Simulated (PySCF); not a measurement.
Molecule: `C[NH][AlH][CH3]`, C$_{2}$H$_{8}$AlN.

Cartesian coordinates in Å; atom numbers follow the order of the lines, from 1:
```xyz
12

C     2.2188   -0.0710    0.2635
N     0.8109   -0.0856    0.5800
Al   -0.5838    0.0922   -0.5136
C    -2.3929    0.0515    0.2320
H     2.7630    0.7575    0.7553
H     2.7330   -1.0090    0.5458
H     2.3608    0.0553   -0.8216
H     0.6492   -0.2122    1.5752
H    -0.2398    0.2800   -2.0564
H    -3.1579   -0.0348   -0.5563
H    -2.6163    0.9705    0.8008
H    -2.5350   -0.7935    0.9264
```

Geometry PBE0-D3(BJ)/def2-SVP throughout; GIAO in PySCF, gas phase, one conformer, non-relativistic; equivalent atoms averaged; basis pcSseg-2.

**Question.** How do the absolute shieldings σ depend on the functional? (ppm; last column core-seconds on 1 thread of an Arm Neoverse V1, shared host; the GGAs took longer than the global hybrids here, which isn't the general rule, and the cause wasn't traced)

**Answer.** 
| functional | kind | C1 | C4 | N2 | Al3 | H9 | H5/H6/H7 | H8 | H10/H11/H12 | core-s |
| --- | --- | --- | --- | --- | --- | --- | --- | --- | --- | --- |
| HF | Hartree–Fock | 160.5 | 204.5 | 216.9 | 384.7 | 27.35 | 29.05 | 30.76 | 32.22 | 14 |
| LDA | LDA | 145.5 | 195.3 | 173.3 | 291.6 | 25.70 | 27.69 | 28.51 | 31.32 | 31 |
| PBE | GGA | 143.7 | 194.0 | 175.8 | 322.4 | 26.40 | 28.13 | 29.16 | 31.74 | 35 |
| BLYP | GGA | 138.9 | 189.9 | 170.3 | 317.9 | 26.70 | 28.28 | 29.40 | 31.93 | 36 |
| BP86 | GGA | 143.3 | 193.4 | 175.9 | 322.7 | 26.46 | 28.20 | 29.24 | 31.78 | 35 |
| OPBE | GGA | 149.2 | 198.6 | 191.4 | 359.2 | 26.64 | 28.27 | 29.51 | 31.81 | 36 |
| KT2 | GGA | 146.3 | 195.9 | 175.9 | 343.6 | 26.40 | 28.10 | 29.06 | 31.72 | 38 |
| KT3 | GGA | 145.5 | 195.3 | 182.9 | 363.1 | 26.91 | 28.34 | 29.54 | 31.94 | 35 |
| B97-D | GGA | 143.1 | 193.7 | 180.0 | 349.9 | 26.86 | 28.36 | 29.53 | 31.97 | 35 |
| B3LYP | global hybrid | 144.4 | 193.7 | 182.9 | 329.9 | 26.83 | 28.43 | 29.72 | 31.94 | 25 |

**Question.** Which nucleus moves most, in ppm?

**Answer.** Al3 (aluminium bonded to C, N, H): from 291.6 ppm with LDA to 384.7 ppm with HF. The smallest spread is 0.90 ppm, at H10/H11/H12. Proton shifts span only some 12 ppm, so a few tenths of a ppm matter as much there as several ppm in carbon.
